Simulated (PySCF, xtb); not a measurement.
SiF2ClBr, SMILES F[Si](F)(Cl)Br.

GFN2-xTB (xtb) at its own geometry gives an orbital gap of 7.02 eV and a dipole moment of 4.37 D.

The structure is a stationary point at PBE0-D3(BJ)/def2-SVP. The structure was generated by enumeration, and PubChem lists no compound with its InChIKey, so it may never have been made.

Q: What does PBE/def2-TZVP in PySCF give? (An estimate is asked for; the answer gives what the named calculation found.)

A: gap 6.48 eV (levels -8.03 and -1.54 eV), dipole 0.89 D.
